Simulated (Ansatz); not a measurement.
Computed with Ansatz on PBE0-D4/def2-TZVP structures; ΔE is electronic, products minus reactants. CCSD(T)/CBS is the MP2 limit (def2-TZVPP, def2-QZVPP) plus CCSD(T) − MP2 in def2-TZVPP, frozen cores. Functionals use def2-TZVPP. HSE06 is defined as in plane-wave codes. def2 core potentials past Kr. For Br, W outer-core shells are correlated without core-valence functions, which leaves a few kJ/mol of doubt a bond. Scalar relativity is left out up to krypton. Each species was taken in one conformer, which may not be the lowest.

Reaction (redistribution): `[NH]=[W](=[NH])([OH])[F]` + `NB(F)Br` → `[NH]=[W](=[NH])([NH2])[F]` + `OB(F)Br`

```csv
level,ΔE (kJ/mol),difference from CCSD(T)/CBS
LDA (SPW92),8.0,4.5
BLYP-D4,9.5,6.0
B2PLYP,7.9,4.4
r2SCAN0,7.9,4.4
HSE06,8.3,4.8
BHLYP,8.8,5.3
MP2/def2-SVP,-1.1,-4.6
CCSD/def2-SVP,-1.0,-4.5
CCSD(T)/def2-SVP,-1.6,-5.1
HF/CBS(def2),6.8,3.3
CCSD(T)/CBS,3.5,0
```

Q: What do rigid-rotor, harmonic-oscillator terms from PBE0-D4/def2-TZVP frequencies (298.15 K, 1 bar) make of the CCSD(T)/CBS value? (An estimate is asked.)

A: Computed: ΔZPE = +0.5 kJ/mol, ΔH = +3.7 kJ/mol, ΔS = -1 J/(mol·K), ΔG = +4.1 kJ/mol.

Largest T1 diagnostic among the species: 0.020, so the coupled-cluster value is less sure than usual.

In def2-TZVPP, CCSD(T) changes the Hartree–Fock value by −4.6 kJ/mol (the triples alone add −0.5 kJ/mol) and MP2 by −4.8 kJ/mol. Leaving LDA and LC-ωPBE aside and taking each functional with its dispersion term where it has one, the values, not all of them listed here, spread over 3.7 kJ/mol, from PBE-QIDH to CAM-B3LYP-D4.
